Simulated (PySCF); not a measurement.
C2H4BrFOSi (SMILES C=C[Si](O)(F)Br), singlet, at a GFN2-xTB geometry, atoms displaced at random by about 0.03 Å a coordinate; PySCF with B3LYP/STO-3G, gradient.

Here is a job for PySCF.
```python
from pyscf import gto, scf, dft

mol = gto.M(
    atom='''
C    -2.485458    0.162407   -1.704350
C    -1.739978   -0.561320   -0.961654
Si    0.111555   -0.209829   -0.664922
O     0.600899    0.976800   -1.617977
F     1.039019   -1.509268   -0.862409
Br    0.470602    0.318869    1.498779
H    -2.201163    1.059145   -2.219490
H    -3.528227   -0.095522   -1.905895
H    -2.092515   -1.440283   -0.539454
H     1.519616    1.253971   -1.638865
''',
    basis='sto-3g',
    charge=0,
    spin=0,
    verbose=4,
)

mf = dft.RKS(mol)
mf.xc = 'b3lyp'
mf.grids.level = 1
mf.kernel()
g = mf.nuc_grad_method()
g.grid_response = False
grad = g.kernel()
```

What the program printed (banner, timings and long lists left out):

```
PySCF version 2.14.0

[INPUT] verbose = 4
[INPUT] num. atoms = 10
[INPUT] num. electrons = 82
[INPUT] charge = 0
[INPUT] spin (= nelec alpha-beta = 2S) = 0
[INPUT] symmetry False subgroup None
[INPUT] Mole.unit = angstrom
[INPUT] Symbol           X                Y                Z      unit          X                Y                Z       unit  Magmom
[INPUT]  1 C     -2.485458000000   0.162407000000  -1.704350000000 AA   -4.696834914109   0.306904750712  -3.220754720402 Bohr   0.0
[INPUT]  2 C     -1.739978000000  -0.561320000000  -0.961654000000 AA   -3.288081882768  -1.060741068241  -1.817262686592 Bohr   0.0
[INPUT]  3 Si     0.111555000000  -0.209829000000  -0.664922000000 AA    0.210808397826  -0.396519342991  -1.256520474198 Bohr   0.0
[INPUT]  4 O      0.600899000000   0.976800000000  -1.617977000000 AA    1.135534538525   1.845884478475  -3.057533405845 Bohr   0.0
[INPUT]  5 F      1.039019000000  -1.509268000000  -0.862409000000 AA    1.963461348219  -2.852103168570  -1.629716817360 Bohr   0.0
[INPUT]  6 Br     0.470602000000   0.318869000000   1.498779000000 AA    0.889308893673   0.602575079614   2.832281831249 Bohr   0.0
[INPUT]  7 H     -2.201163000000   1.059145000000  -2.219490000000 AA   -4.159595225526   2.001493976202  -4.194228236211 Bohr   0.0
[INPUT]  8 H     -3.528227000000  -0.095522000000  -1.905895000000 AA   -6.667382735296  -0.180510418871  -3.601619572178 Bohr   0.0
[INPUT]  9 H     -2.092515000000  -1.440283000000  -0.539454000000 AA   -3.954280261544  -2.721740411867  -1.019420316801 Bohr   0.0
[INPUT] 10 H      1.519616000000   1.253971000000  -1.638865000000 AA    2.871658054507   2.369661758147  -3.097006005135 Bohr   0.0

nuclear repulsion = 512.656878437514
number of shells = 29
number of NR pGTOs = 153
number of NR cGTOs = 51
basis = sto-3g
ecp = {}

******** <class 'pyscf.dft.rks.RKS'> ********
method = RKS
initial guess = minao
damping factor = 0
level_shift factor = 0
DIIS = <class 'pyscf.scf.diis.CDIIS'>
diis_start_cycle = 1
diis_space = 8
diis_damp = 0
SCF conv_tol = 1e-09
SCF conv_tol_grad = None
SCF max_cycles = 50
direct_scf = True
direct_scf_tol = 1e-13
XC library pyscf.dft.libxc version 7.1.2
    S. Lehtola, C. Steigemann, M. J. T. Oliveira, and M. A. L. Marques,  SoftwareX 7, 1–5 (2018)
XC functionals = b3lyp
    P. J. Stephens, F. J. Devlin, C. F. Chabalowski, and M. J. Frisch,  J. Phys. Chem. 98, 11623 (1994)
radial grids:
    Treutler-Ahlrichs [JCP 102, 346 (1995); DOI:10.1063/1.469408] (M4) radial grids

becke partition: Becke, JCP 88, 2547 (1988); DOI:10.1063/1.454033
pruning grids: <function nwchem_prune>
grids dens level: 1
symmetrized grids: False
atomic radii adjust function: <function treutler_atomic_radii_adjust>
small_rho_cutoff = 0
Set gradient conv threshold to 3.16228e-05
Initial guess from minao.
tot grids = 44472
init E= -3079.53292333412
  HOMO = -0.419608732242919  LUMO = -0.130407363225156  gap/eV = 7.86957
cycle= 1 E= -3082.18400123135  delta_E= -2.65  |g|= 0.69  |ddm|= 4.03
  HOMO = -0.0781988307063951  LUMO = 0.0843386515369037  gap/eV = 4.42287
cycle= 2 E= -3082.23225015655  delta_E= -0.0482  |g|= 0.683  |ddm|= 2.25
  HOMO = -0.132379376622591  LUMO = 0.108229651667007  gap/eV = 6.54731
cycle= 3 E= -3082.38792668471  delta_E= -0.156  |g|= 0.0672  |ddm|= 1.13
  HOMO = -0.166525773545904  LUMO = 0.103743902733601  gap/eV = 7.35441
cycle= 4 E= -3082.39003756955  delta_E= -0.00211  |g|= 0.0211  |ddm|= 0.207
  HOMO = -0.165713159986827  LUMO = 0.103691094878969  gap/eV = 7.33086
cycle= 5 E= -3082.3902248773  delta_E= -0.000187  |g|= 0.00498  |ddm|= 0.0457
  HOMO = -0.165237822718112  LUMO = 0.103838410419347  gap/eV = 7.32194
cycle= 6 E= -3082.39023101646  delta_E= -6.14e-06  |g|= 0.00256  |ddm|= 0.0105
  HOMO = -0.165088659203043  LUMO = 0.103847804482482  gap/eV = 7.31813
cycle= 7 E= -3082.39023317303  delta_E= -2.16e-06  |g|= 0.000589  |ddm|= 0.00378
  HOMO = -0.165100669059026  LUMO = 0.103841407636408  gap/eV = 7.31829
cycle= 8 E= -3082.39023328558  delta_E= -1.13e-07  |g|= 7.23e-05  |ddm|= 0.000907
  HOMO = -0.165109877351024  LUMO = 0.103851977802794  gap/eV = 7.31882
cycle= 9 E= -3082.39023328755  delta_E= -1.97e-09  |g|= 1.03e-05  |ddm|= 0.000141
  HOMO = -0.165107981453922  LUMO = 0.10384793923008  gap/eV = 7.31866
cycle= 10 E= -3082.3902332876  delta_E= -4.82e-11  |g|= 2.04e-06  |ddm|= 2.21e-05
  HOMO = -0.165108704616717  LUMO = 0.103848826998648  gap/eV = 7.31871
Extra cycle  E= -3082.3902332876  delta_E= 1.82e-12  |g|= 1.68e-06  |ddm|= 7.01e-06
converged SCF energy = -3082.3902332876

******** <class 'pyscf.grad.rks.Gradients'> for <class 'pyscf.dft.rks.RKS'> ********
unit = Eh/Bohr
grid_response = False
--------------- RKS gradients ---------------
         x                y                z
0 C     0.0652328028    -0.0331281583     0.0450511754
1 C    -0.0988008332    -0.0005378660    -0.0241242825
2 Si     0.0235712654     0.0199574985    -0.0415732219
3 O     0.0520294455    -0.0251400971     0.0400795913
4 F    -0.0069393108     0.0176255000     0.0084042089
5 Br     0.0022232868    -0.0010939281    -0.0012155026
6 H    -0.0136448588    -0.0187478300     0.0070835346
7 H     0.0066640021     0.0030151904    -0.0012072722
8 H     0.0221156992     0.0459049477    -0.0245703317
9 H    -0.0523869586    -0.0075075703    -0.0074920237
----------------------------------------------
```
